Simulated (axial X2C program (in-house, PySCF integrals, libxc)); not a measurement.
**Working with the constants of VCl**

A bond curve at the PBE0 level, 2c, was computed with an axial X2C code built on PySCF integrals (basis V dyall-cv3z [10s10p6d4f2g], Cl dyall-av3z [9s8p3d2f] (cores contracted in-house)) for the state Ω = 1 (⟨Sz⟩ = 2.00, ⟨Lz⟩ = -1.00 at PBE0). Its fit gives Re = 2.1997 Å, ωe = 413.6 cm⁻¹, ωexe = 1.66 cm⁻¹ and αe = 9.145e-04 cm⁻¹; the masses are 50.9440 and 34.9689 u. Two-component means X2C with spin–orbit coupling and atomic mean-field Coulomb and Gaunt terms.

(1) Find the reduced mass, Be and the force constant.

(2) Where do the fundamental and the first overtone lie?

(3) The dipole moment p changes by 5.86 D/Å at Re. What harmonic infrared intensity follows?

(4) Estimate the centrifugal constant by the Kratzer relation.

(5) A Morse curve ties αe to the other constants (Pekeris). How well does that hold?

The state is one determinant whose occupation by symmetry is held fixed; it was picked as the lowest of a PBE0 search that is not exhaustive. Density functionals use the spin component along the axis (collinear). PBE0 can misorder states that lie within some tenths of an eV, so this need not be the ground state of the molecule. The nearest other 2c determinant of the search, Ω = 3, lies 0.02 eV up at the distance of the search. Without a current term, density functionals place determinants with orbital angular momentum somewhat too high. With several unpaired electrons one determinant need not be a pure state. Open-shell Ω = 0 determinants with evenly filled partner blocks cannot be reached by this program, so the Ω shown need not be the lowest component.

## Answers

(1) From the PBE0 values: μ = 20.7356 u. Be = 16.8576/(μ Re²) = 0.168 cm⁻¹. k = 5.8918×10⁻⁷ μ ωe² = 2.09 mdyn/Å.

(2) ν(1←0) = ωe − 2ωexe = 410.3 cm⁻¹; ν(2←0) = 2ωe − 6ωexe = 817.2 cm⁻¹.

(3) I = 42.256 × (dp/dR)²/μ = 70 km/mol.

(4) D = 4Be³/ωe² = 1.11e-07 cm⁻¹.

(5) αe(Morse) = 6Be²/ωe × (√(ωexe/Be) − 1) = 8.777e-04 cm⁻¹; the PBE0 curve gives 9.145e-04 cm⁻¹, a ratio of 0.96.
